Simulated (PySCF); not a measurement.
**PmB: f occupation and spin**

Unrestricted PBE0; PySCF, spin-free X2C with a Gaussian nucleus, basis sets Pm x2c-SVPall, B x2c-SVPall. The search starts from ions with several 4f fillings and holds each by maximum overlap.

The lowest solution has 2Ms+1 = 9, about 4.8 4f electrons, near 2.33 Å.

The lowest solution of each spin and filling, followed along the bond (rough minima from three points):

| 2Ms+1 | 4f population | ⟨S²⟩ at the start | R at minimum (Å) | Te (eV) |
| --- | --- | --- | --- | --- |
| 9 | 4.76 | 20.01 | 2.33 | 0.00 |
| 7 | 4.80 | 13.02 | 2.36 | 0.55 |
| 5 | 4.87 | 8.00 | 2.38 | 0.65 |
| 9 | 4.28 | 20.00 | 2.33 | 1.27 |

Solutions at the starting distance of 2.355 Å, counted from the lowest; the search is not exhaustive:

```json
{"2Ms+1": "9", "4f population": "4.76", "E (eV)": "0.00", "⟨S²⟩": "20.01", "⟨Lz²⟩": "10.4", "μ (D)": "-5.18"}
{"2Ms+1": "9", "4f population": "4.98", "E (eV)": "0.12", "⟨S²⟩": "20.00", "⟨Lz²⟩": "9.0", "μ (D)": "-5.95"}
{"2Ms+1": "9", "4f population": "4.52", "E (eV)": "0.25", "⟨S²⟩": "20.00", "⟨Lz²⟩": "9.6", "μ (D)": "-4.46"}
{"2Ms+1": "7", "4f population": "4.80", "E (eV)": "0.54", "⟨S²⟩": "13.02", "⟨Lz²⟩": "12.3", "μ (D)": "-4.74"}
{"2Ms+1": "5", "4f population": "4.87", "E (eV)": "0.65", "⟨S²⟩": "8.00", "⟨Lz²⟩": "10.2", "μ (D)": "-4.09"}
{"2Ms+1": "5", "4f population": "4.99", "E (eV)": "0.66", "⟨S²⟩": "7.93", "⟨Lz²⟩": "9.0", "μ (D)": "-3.80"}
{"2Ms+1": "7", "4f population": "4.61", "E (eV)": "0.77", "⟨S²⟩": "13.01", "⟨Lz²⟩": "11.0", "μ (D)": "-4.29"}
{"2Ms+1": "9", "4f population": "4.96", "E (eV)": "0.86", "⟨S²⟩": "20.00", "⟨Lz²⟩": "11.1", "μ (D)": "-3.41"}
{"2Ms+1": "7", "4f population": "4.86", "E (eV)": "1.02", "⟨S²⟩": "12.78", "⟨Lz²⟩": "11.2", "μ (D)": "-2.44"}
{"2Ms+1": "7", "4f population": "4.69", "E (eV)": "1.12", "⟨S²⟩": "12.07", "⟨Lz²⟩": "11.4", "μ (D)": "-5.05"}
{"2Ms+1": "7", "4f population": "4.67", "E (eV)": "1.23", "⟨S²⟩": "12.06", "⟨Lz²⟩": "11.7", "μ (D)": "-7.04"}
{"2Ms+1": "9", "4f population": "4.28", "E (eV)": "1.27", "⟨S²⟩": "20.00", "⟨Lz²⟩": "16.2", "μ (D)": "-5.96"}
{"2Ms+1": "5", "4f population": "4.72", "E (eV)": "1.42", "⟨S²⟩": "7.24", "⟨Lz²⟩": "11.6", "μ (D)": "-6.65"}
{"2Ms+1": "5", "4f population": "4.94", "E (eV)": "1.47", "⟨S²⟩": "7.15", "⟨Lz²⟩": "11.0", "μ (D)": "-8.07"}
```

Partly filled real f orbitals mix terms, so no term symbols are given. A population far from a whole number shows f orbitals mixing with d and ligand orbitals, not a clean configuration. A positive dipole means Pm(−)B(+).

Spin–orbit coupling is left out. With d or f electrons several states lie close, and the lowest PBE0 determinant need not be the measured ground state.
